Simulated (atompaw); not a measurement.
# u(r) = r·R(r): atom against pseudo-atom (S)

Columns: radius, all-electron u(r) and pseudo u(r) of the 3p shell (level -7.29 eV) of sulfur in the configuration [Ne] 3s1.5 3p4.5; PBE, scalar-relativistic, PAW (atompaw) scheme, atompaw 4.2.0.5.

```tsv
r (bohr)	all-electron	pseudo
0.060	-0.0798	0.0037
0.119	-0.2002	0.0145
0.179	-0.2897	0.0324
0.238	-0.3299	0.0563
0.298	-0.3261	0.0866
0.358	-0.2875	0.1219
0.417	-0.2259	0.1607
0.477	-0.1481	0.2033
0.537	-0.0621	0.2483
0.596	0.0254	0.2936
0.656	0.1134	0.3401
0.715	0.1966	0.3852
0.775	0.2760	0.4298
0.835	0.3491	0.4723
0.894	0.4143	0.5116
0.954	0.4738	0.5485
1.013	0.5256	0.5817
1.073	0.5717	0.6121
1.133	0.6112	0.6390
1.192	0.6439	0.6620
1.252	0.6713	0.6821
1.312	0.6931	0.6988
1.371	0.7096	0.7121
1.431	0.7218	0.7225
1.490	0.7296	0.7297
1.550	0.7339	0.7339
```

Question: How many radial nodes do the two functions have?

Answer: The all-electron 3p function has n − l − 1 = 1; the pseudo-wave has 0, since the states of the same l below it are removed with the core.

Question: Is the pseudo-wave norm-conserving?

Answer: No, it belongs to a PAW set: the norm inside the radius is not constrained, and the difference is carried by the augmentation charge.
